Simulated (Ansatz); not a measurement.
Species: sum formula H$_{3}$BPO$_{2}$, net charge 0, doublet state. It need not be the lowest isomer of its formula. SMILES: [O]B(O)P
Coordinates optimised at B3LYP-D3(BJ)/def2-TZVP (Ansatz, a quantum-chemistry and plane-wave program):
```xyz
7

O     -0.4175     0.0130    -1.4947
B     -0.6808    -0.0081    -0.2495
O     -1.7609    -0.0371     0.5685
P      1.2490     0.0141     0.5081
H     -1.5539    -0.0462     1.5073
H      1.8426    -1.0169    -0.2502
H      1.8074     1.0844    -0.2221
```
Charge 0, spin multiplicity 2.

Parts of the frozen-core correlation energy in 6-31G (Ansatz, hartree). Frozen orbitals: 8; correlated occupied orbitals by spin: 12 and 11; virtual: 26 and 27. UHF or UKS for open shells. Spin-orbit coupling is left out. Non-relativistic.

```
term                            value
-------------------------  ----------
reference (HF)             -516.79624
MP2 opposite-spin                   ?
MP2 same-spin                       ?
CCSD correlation                    ?
(T)                          -0.00961
T1 diagnostic                   0.044
largest doubles amplitude       0.038
<S^2> of the reference          0.791
```

### Question
Complete the blanks.

### Answer

- MP2 opposite-spin, value: -0.25112
- MP2 same-spin, value: -0.08316
- CCSD correlation, value: -0.37142
